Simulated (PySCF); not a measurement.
# A series of barriers

1,2-elimination, with the halogen changed down its group and all else kept; in the first member these bonds form or tighten: F–H; these break or loosen: B–F, H–O.

Gas-phase electronic energies, without zero-point energy, by CCSD(T) at an estimated basis limit (MP2 extrapolated from triple and quadruple zeta, plus CCSD(T) − MP2 in triple zeta); PySCF 2.14 with density fitting (its default auxiliary sets; JK sets also for MP2 and CCSD(T)), def2-TZVPP and QZVPP, frozen cores, on PBE0-D4/def2-TZVP structures. Extrapolation: Hartree–Fock as exp(−7.88 √X), correlation as X^−2.97. All energies, in kcal/mol, count from the reactant; the end structure is reached by relaxing down from the saddle. Brackets give SMILES, or, where every atom is bracketed, only which atoms are joined. Steps whose reference was doubtful or whose search ended elsewhere are left out.

| reactants | products | saddle | end structure | saddle by PBE0-D4/TZ |
| --- | --- | --- | --- | --- |
| BH₂OF ([OH][BH][F]) | BHO ([BH][O]) + HF | 59.43 | 38.57 | 58.71 |
| BH₂ClO ([OH][BH][Cl]) | BHO ([BH][O]) + HCl | 51.20 | 29.28 | 50.31 |
| BH₂BrO ([OH][BH][Br]) | BHO ([BH][O]) + HBr | ? | 28.10 | 47.42 |

Q: What is the height of the saddle for BH₂BrO ([OH][BH][Br])? (An estimate is asked for; the value comes from the calculation.)

A: The calculation gives: 48.36 kcal/mol relative to the reactant, the lowest of the series.

The end falls from the lighter halogen to the heavier, as the bond that it gives up weakens more than the one that it gains.

Q: How do the PBE0-D4 saddles lie against the coupled-cluster estimate?

A: All lower, by 0.72 to 0.94 kcal/mol.

No T1 diagnostic of these runs exceeds 0.017. The filled d shells of Br are correlated in sets not built for that, so values that involve them are less sure.

For scale, one of the runs: CCSD(T)/def2-TZVPP, 138 basis functions, launched by `OMP_NUM_THREADS=4 python run.py`. Hardware: 4 CPU threads of an AMD EPYC 7B13, shared host. Wall time 64 s; peak host memory 1 GiB.
